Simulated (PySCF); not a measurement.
`C/C=C1/[SiH2][C@@H](C(=O)O)[C@@H]1F`: 4 charge schemes on one density

C6H9FO2Si.
Geometry (GFN2-xTB, Å), atoms numbered from 1 in this order:
```
atom  x, y, z in Å
C1     3.0983    0.0906   -0.1256
C2     2.0371   -0.7386    0.5105
C3     0.7293   -0.5469    0.3804
Si4   -0.8683   -1.3629    0.9557
C5    -1.4280    0.0035   -0.3077
C6    -2.3822    0.9772    0.2507
O7    -2.0973    1.9281    0.9370
O8    -3.6614    0.6584   -0.0277
C9     0.0136    0.5138   -0.4329
F10    0.4268    0.5814   -1.7473
H11    3.7763    0.4712    0.6380
H12    2.6742    0.9232   -0.6781
H13    3.6846   -0.5214   -0.8108
H14    2.3868   -1.5617    1.1219
H15   -1.2833   -1.1060    2.3314
H16   -1.1765   -2.7222    0.5198
H17   -1.8053   -0.4020   -1.2432
H18   -4.2586    1.3009    0.3858
H19    0.1240    1.5227   -0.0174
```

Density: PBE0/pcSseg-1 (PySCF); schemes: Mulliken, IAO, Hirshfeld and ESP-fitted. One conformer (not necessarily the lowest) at the GFN2-xTB geometry, without solvent, vibrations or thermal averaging.

Tabulate the Mulliken, IAO, Hirshfeld and ESP-fitted charges.

In e; atoms taken as equivalent share a row and are averaged (×n: the atom named and its like, n in all):

```json
{"atom": "C1", "environment": "allylic carbon", "Mulliken": "-0.214", "IAO": "-0.431", "Hirshfeld": "-0.113", "ESP-fitted": "-0.357"}
{"atom": "C2", "environment": "alkene CH carbon", "Mulliken": "-0.131", "IAO": "-0.085", "Hirshfeld": "-0.018", "ESP-fitted": "+0.093"}
{"atom": "C3", "environment": "fully substituted alkene carbon", "Mulliken": "-0.437", "IAO": "-0.311", "Hirshfeld": "-0.118", "ESP-fitted": "-0.458"}
{"atom": "Si4", "environment": "SiH2 silicon", "Mulliken": "+0.728", "IAO": "+0.752", "Hirshfeld": "+0.355", "ESP-fitted": "+0.486"}
{"atom": "C5", "environment": "sp3 carbon bound to silicon", "Mulliken": "-0.560", "IAO": "-0.446", "Hirshfeld": "-0.132", "ESP-fitted": "-0.403"}
{"atom": "C6", "environment": "carboxylic acid carbon", "Mulliken": "+0.512", "IAO": "+0.531", "Hirshfeld": "+0.203", "ESP-fitted": "+0.656"}
{"atom": "O7", "environment": "acid carbonyl oxygen", "Mulliken": "-0.420", "IAO": "-0.487", "Hirshfeld": "-0.278", "ESP-fitted": "-0.548"}
{"atom": "O8", "environment": "acid hydroxyl oxygen", "Mulliken": "-0.371", "IAO": "-0.491", "Hirshfeld": "-0.181", "ESP-fitted": "-0.603"}
{"atom": "C9", "environment": "sp3 C–F carbon", "Mulliken": "+0.303", "IAO": "+0.173", "Hirshfeld": "+0.056", "ESP-fitted": "+0.446"}
{"atom": "F10", "environment": "alkyl fluorine", "Mulliken": "-0.330", "IAO": "-0.324", "Hirshfeld": "-0.114", "ESP-fitted": "-0.279"}
{"atom": "H11/H12/H13", "environment": "methyl hydrogen", "Mulliken": "+0.134", "IAO": "+0.158", "Hirshfeld": "+0.050", "ESP-fitted": "+0.123"}
{"atom": "H14", "environment": "vinylic hydrogen", "Mulliken": "+0.097", "IAO": "+0.145", "Hirshfeld": "+0.048", "ESP-fitted": "+0.097"}
{"atom": "H15", "environment": "Si–H hydrogen", "Mulliken": "-0.063", "IAO": "-0.107", "Hirshfeld": "-0.065", "ESP-fitted": "-0.077"}
{"atom": "H16", "environment": "Si–H hydrogen", "Mulliken": "-0.069", "IAO": "-0.109", "Hirshfeld": "-0.066", "ESP-fitted": "-0.088"}
{"atom": "H17", "environment": "methine hydrogen", "Mulliken": "+0.180", "IAO": "+0.183", "Hirshfeld": "+0.050", "ESP-fitted": "+0.172"}
{"atom": "H18", "environment": "acid proton", "Mulliken": "+0.241", "IAO": "+0.371", "Hirshfeld": "+0.185", "ESP-fitted": "+0.441"}
{"atom": "H19", "environment": "methine hydrogen", "Mulliken": "+0.132", "IAO": "+0.159", "Hirshfeld": "+0.039", "ESP-fitted": "+0.053"}
```

Mean size of the charges over all atoms: ESP-fitted 0.296 e, IAO 0.294 e, Mulliken 0.273 e, Hirshfeld 0.114 e. Each set sums to the total charge, 0, to within 0.001 e. The ESP scheme is a least-squares fit of atom-centred charges to the potential on four shells outside the van der Waals surface, with the total charge fixed.

Lowest charge. The schemes don't all agree: Mulliken C5 (-0.560); IAO O8 (-0.491); Hirshfeld O7 (-0.278); ESP-fitted O8 (-0.603).

Highest charge. The schemes don't all agree: Mulliken Si4 (+0.728); IAO Si4 (+0.752); Hirshfeld Si4 (+0.355); ESP-fitted C6 (+0.656).

How many electrons does the Mulliken scheme count on C5?

Z − q = 6 − (-0.560) = 6.560.

Sum the charges by element, for elements with more than one atom.

```csv
element,atoms,Mulliken,IAO,Hirshfeld,ESP-fitted
C,6,-0.528,-0.568,-0.122,-0.022
O,2,-0.791,-0.978,-0.459,-1.151
H,9,+0.921,+1.118,+0.340,+0.966
```
